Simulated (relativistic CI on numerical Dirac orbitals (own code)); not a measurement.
**Judd-Ofelt analysis for Nd³⁺**

Calculated at this level of theory: Dirac-Coulomb-Breit CI, orbitals from a KLI potential per configuration, QED by a radiative potential, valence Slater integrals scaled by 0.7 (own radial code, finite nucleus).

Configuration 4f3 alone, in intermediate coupling. Take Ω₂ = 2.76, Ω₄ = 3.59, Ω₆ = 1.06 (10⁻²⁰ cm²) and refractive index n = 1.77 as given. A_ED = 64π⁴e²ν³ n(n² + 2)²/[27h(2J + 1)] Σ Ω_λ |U^λ|², in Gaussian units with ν in cm⁻¹, and A_MD is n³ times the free-ion magnetic-dipole rate; a dash marks a rate that is forbidden or under 2 % of the level's free-ion decay.

Emitting level 4I°_15/2 at 5811 cm⁻¹ (radiative decay alone: multiphonon quenching in a host is left out, and the level can lie too high or too low):

```csv
To,ν (cm⁻¹),U² squared,U⁴ squared,U⁶ squared,Free-ion A(M1) (s⁻¹)
4I°_9/2,5811,0.0000,0.0000,0.0470,-
4I°_11/2,3940,0.0000,0.0106,0.4210,-
4I°_13/2,1989,0.0194,0.1195,1.4400,0.251
```

(1) Give the rates, branching ratios and the radiative lifetime.

## Answers

(1) The rates are:

| To | λ (nm) | A_ED (s⁻¹) | A_MD (s⁻¹) | β (%) |
| --- | --- | --- | --- | --- |
| 4I°_9/2 | 1721 | 2.29 | 0 | 16.0 |
| 4I°_11/2 | 2538 | 6.94 | 0 | 48.4 |
| 4I°_13/2 | 5028 | 3.7 | 1.39 | 35.6 |

τ_rad = 6.98e-02 s. Computed level positions enter as ν³, so measured ones would change the rates. For the strongest line (2538 nm) and an assumed effective width Δλ = 190 nm (300 cm⁻¹), the Füchtbauer-Ladenburg formula σ = λ⁴A/(8πcn²Δλ) gives a peak emission cross-section of 0.063 × 10⁻²⁰ cm².
